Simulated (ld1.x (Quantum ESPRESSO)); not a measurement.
## Ranking RRKJ potentials for S (Z = 16)

All share these settings but for the change named:

sulfur (S), norm-conserving RRKJ (Kleinman–Bylander form), made with ld1.x (Quantum ESPRESSO) 7.5 (PBE, fully relativistic). Core [Ne], reference 3s2 3p4. Waves: 3p (bound): rc 1.35 bohr; 3d channel at 0.05 Ry: rc 1.50 bohr; 3s (bound): rc 1.55 bohr. Local part: the s channel. Core correction: Bessel-smoothed model core inside 1.25 bohr.

Open shells are filled in proportion to 2j + 1 (rel_dist='average').

Test errors are all-electron minus pseudo excitation energies from the reference, over 3s2 3p3; 3s2 3p2; 3s2 3p1; 3s0 3p6; 3s2 3p0; 3s2 3p4.3; 3s1 3p5. None of these files shows a bound ghost.

The base gives 229.7 meV.

Of 6 variants that were run, those that failed, showed a ghost or another fault, or gave nearly equal values are left out.

A variant can come out equal or close to the base, since the largest error may sit in a test that the change hardly touches while other tests move.

**Question.** Rank these variants by their largest absolute test error, smallest first.
A. wave 3d channel at 0.05 Ry: rc 1.50 bohr becomes 3d channel at 3.42 Ry: rc 1.50 bohr
B. type TM; local potential the d channel
C. all radii but the core radius scaled by about 1.35 (s 2.08, p 1.82, d 2.02 bohr)

**Answer.** A (229.7 meV), B (321.9 meV), C (591.8 meV).
